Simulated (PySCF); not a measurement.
**Molybdenum: a sound run and one with changed settings**

Sound run: Mo [Kr] 4d5 5s1, Mo⁺ [Kr] 4d5. All numbers are calculated (PySCF 2.14, scalar relativity through the core potential, in cc-pVTZ-PP with ECP28MDF (5s5p4d2f1g, 63 functions)). The sound run starts from symmetry-adapted Hartree-Fock orbitals and uses a fine grid where one is needed.

Changed run: initial guess minao, at most 5 SCF cycles. This setting is unsound on purpose.

| species | method | sound run (hartree) | changed run (hartree) | converged |
| --- | --- | --- | --- | --- |
| Mo | UHF | -67.34504 | -67.34504 | no |
| Mo | M06-L | -67.88108 | -67.88106 | no |
| Mo | r2SCAN | -67.92448 | -67.92448 | no |
| Mo⁺ | UHF | -67.11560 | -67.11558 | no |
| Mo⁺ | M06-L | -67.62562 | -67.62559 | no |
| Mo⁺ | r2SCAN | -67.64645 | -67.64645 | no |

The SCF was stopped early; the energies are upper bounds that still move, and correlated levels were skipped or rest on poor orbitals.
